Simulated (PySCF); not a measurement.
CdS⁺ from Hartree–Fock to correlated methods

State: ²Π (doublet), unpaired electrons π ↑. Set-up: Cd def2-SVP with ECP28, S def2-SVP; scalar-relativistic core potentials (PySCF 2.14). De refers to Cd⁺ + S in their high-spin ground configurations, without counterpoise correction. The functionals are run spin-unrestricted. A positive dipole points towards S; it is taken about the centre of mass and depends on that origin.

| Level | Re (Å) | ωe (cm⁻¹) | De (eV) | μ (D) | CPU s a point (SCF and correlation, without the integrals) |
| --- | --- | --- | --- | --- | --- |
| ROHF | 2.376 | 357 | 0.233 | -4.94 | 0.095 |
| ROHF-MP2 | 2.347 | 352 | 1.27 | n/a | 0.21 |
| ROHF-SCS-MP2 | 2.362 | 342 | 1.23 | n/a | n/a |
| ROHF-CCSD | 2.378 | 328 | 1.27 | n/a | n/a |
| ROHF-CCSD(T) | 2.387 | 318 | 1.42 | n/a | 14 |
| PBE | 2.370 | 320 | 1.98 | -2.28 | 0.66 |
| revPBE | 2.387 | 312 | 1.77 | -2.41 | 0.48 |
| r²SCAN | 2.348 | 338 | 1.78 | -2.88 | 0.98 |
| M06-L | 2.363 | 329 | 1.69 | -3.24 | 0.96 |
| PBE0 | 2.354 | 338 | 1.66 | -3.03 | 0.96 |
| r²SCAN0 | 2.340 | 348 | 1.54 | -3.35 | 1.1 |

The bond length runs from 2.340 Å (r²SCAN0) to 2.387 Å (revPBE). De spans 0.23 eV (ROHF, mean field) to 1.98 eV (PBE, GGA). Correlation at CCSD(T) changes the Hartree–Fock bond energy by +1.19 eV; the triples alone change it by +0.15 eV.

Correlated steps freeze 5 core orbitals. Correlated levels converge slowly with the basis: in double zeta they bind strong bonds too weakly, by up to about 1 eV, and carry superposition errors of some tenths. Spin–orbit coupling is left out. For an ion De counts to the pair picked by the measured ionisation energies or electron affinities, which need not be the lowest pair at this level. The state is the lowest determinant that a PBE0 search found; another state may lie lower at other levels.

The whole job (state search and all levels along the bond) took about 3.6 min on 1 thread of Arm Neoverse V1 (shared host), peak memory 0.61 GiB.
